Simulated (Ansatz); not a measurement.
Reactions of `C#[C][Al]([NH2])[NH2]`.

Program: Ansatz. Geometries: PBE0-D4/def2-TZVP. ΔE: electronic, gas phase. CBS: MP2 limit from def2 TZ/QZ plus the TZ coupled-cluster correction, frozen cores. This one scheme is used for every species. Functionals use def2-TZVPP. B3LYP here is the variant with VWN-RPA as its local correlation; programs differ in this. def2 core potentials past Kr. For Sn outer-core shells are correlated without core-valence functions, which leaves a few kJ/mol of doubt a bond. Each species was taken in one conformer, which may not be the lowest.

```json
{"reaction": "`C#[C][Al]([NH2])[NH2]` + `[NH2][SnH2][OH]` → `C#C[O][SnH2][NH2]` + `[NH2][AlH][NH2]`", "CCSD/CBS(def2) (kcal/mol)": "30.5", "B3LYP-D4 (kcal/mol)": "25.3", "CCSD(T)/CBS(def2) (kcal/mol)": "30.2"}
{"reaction": "`C#[C][Al]([NH2])[NH2]` + CH₄ → `[CH3][Al]([NH2])[NH2]` + acetylene", "CCSD/CBS(def2) (kcal/mol)": "17.2", "B3LYP-D4 (kcal/mol)": "17.8", "CCSD(T)/CBS(def2) (kcal/mol)": "17.3"}
{"reaction": "`C#[C][Al]([NH2])[NH2]` + `CC(O)O` → `C#COC(C)O` + `[NH2][AlH][NH2]`", "CCSD/CBS(def2) (kcal/mol)": "39.0", "B3LYP-D4 (kcal/mol)": "34.5", "CCSD(T)/CBS(def2) (kcal/mol)": "38.8"}
{"reaction": "`C#[C][Al]([NH2])[NH2]` + `[CH3][Al]([OH])[F]` → `[NH2][Al]([NH2])[OH]` + `C#[C][Al]([CH3])[F]`", "CCSD/CBS(def2) (kcal/mol)": "3.3", "B3LYP-D4 (kcal/mol)": "3.8", "CCSD(T)/CBS(def2) (kcal/mol)": "3.4"}
```

Largest T1 diagnostic: 0.014, for `C#C[O][SnH2][NH2]`.
